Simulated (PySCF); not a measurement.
## Bond curve of AsH

Set-up: PySCF, no relativity, basis sets As 6-31G(d,p), H 6-31G(d,p). Energies in eV from As + H in their ground configurations at the same level. All curves are PBE0. state 1: ³Σ⁻ (triplet), unpaired electrons π ↑↑; state 2: Ms = 0 determinant of mixed spin (⟨S²⟩ near 1.0), unpaired electrons π ↑↓, a mixture of terms (⟨Lz²⟩ = 2.0), a second solution, started from another occupation; state 3: singlet, one real π or δ orbital doubly filled, a mixture of terms (⟨Lz²⟩ = 2.0), a second solution, started from another occupation; state 4: quintet, unpaired electrons σ ↑↑, π ↑↑, a second solution, started from another occupation.

| R (Å) | state 1 | state 2 | state 3 | state 4 |
| --- | --- | --- | --- | --- |
| 1.319 | -2.314 | -1.921 | -0.800 | 6.0670 |
| 1.381 | -2.619 | -2.227 | -1.105 | 5.3400 |
| 1.442 | -2.795 | -2.403 | -1.280 | 4.7043 |
| 1.488 | -2.859 | -2.468 | -1.344 | 4.2805 |
| 1.534 | -2.878 | -2.488 | -1.363 | 3.8960 |
| 1.580 | -2.861 | -2.470 | -1.344 | 3.5462 |
| 1.641 | -2.791 | -2.400 | -1.273 | 3.1265 |
| 1.718 | -2.651 | -2.259 | -1.129 | 2.6680 |
| 1.810 | -2.429 | -2.034 | -0.902 | 2.1994 |
| 1.933 | -2.081 | -1.680 | -0.544 | 1.6898 |

Put a parabola through the three lowest points of the state 1 curve and estimate Re, k and ωe (reduced mass 0.9944 u; 1 eV/Å² = 0.16022 mdyn/Å; ωe = 1302.8·√(k/μ) cm⁻¹).

Through R = 1.488, 1.534, 1.58 Å the second-order coefficient is 8.51 eV/Å², so Re ≈ 1.535 Å, k ≈ 2.73 mdyn/Å and ωe ≈ 2157 cm⁻¹. A polynomial fit of higher order to the unrounded PBE0 energies gives Re = 1.533 Å, k = 2.80 mdyn/Å, ωe = 2185 cm⁻¹; anharmonicity and rounding make the difference.

The higher-order fit for each curve: state 1: Re = 1.533 Å, ωe = 2185 cm⁻¹, De = 2.88 eV; state 2: Re = 1.533 Å, ωe = 2190 cm⁻¹, minimum 2.49 eV below the ground-state fragments; state 3: Re = 1.532 Å, ωe = 2200 cm⁻¹, minimum 1.36 eV below the ground-state fragments. State 4 gave no clean fit.

Spin–orbit coupling is left out. The state was picked by a PBE0 search and need not be the measured ground state.
